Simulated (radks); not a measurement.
Question: The mean radii <r> (bohr) of the occupied orbitals of an atom or ion are listed with their occupations. Calculated with a radial shooting solver on a logarithmic mesh with Libxc functionals: Dirac Kohn-Sham, PBE, spin-unpolarised, spherical densities, finite nucleus; Fermi nuclear charge, rms radius of each element as measured or else 0.836 A^(1/3) + 0.57 fm.

orbital  occ.      <r>
1s1/2       2  0.03517
2s1/2       2   0.1534
2p1/2       2   0.1308
2p3/2       4   0.1353
3s1/2       2   0.4286
3p1/2       2   0.4233
3p3/2       4   0.4338
3d3/2       4   0.4131
3d5/2       6   0.4166
4s1/2       2    1.098
4p1/2       2    1.197
4p3/2       4    1.226
4d3/2       3    1.652
5s1/2       1    2.855

Name the element and its charge.

Answer: Z = 42, molybdenum, charge +2: Mo2+ in [Kr] 4d(3/2: 3, 5/2: 0) 5s1. The 1s radius gives Z: for a bare nucleus <r> = (2 gamma + 1)/(2Z) with gamma = sqrt(1 - (Z/c)^2), 0.03457 bohr for Z = 42, and screening makes it slightly larger (0.03517 here). The occupations add up to 40, and the charge is Z minus that.
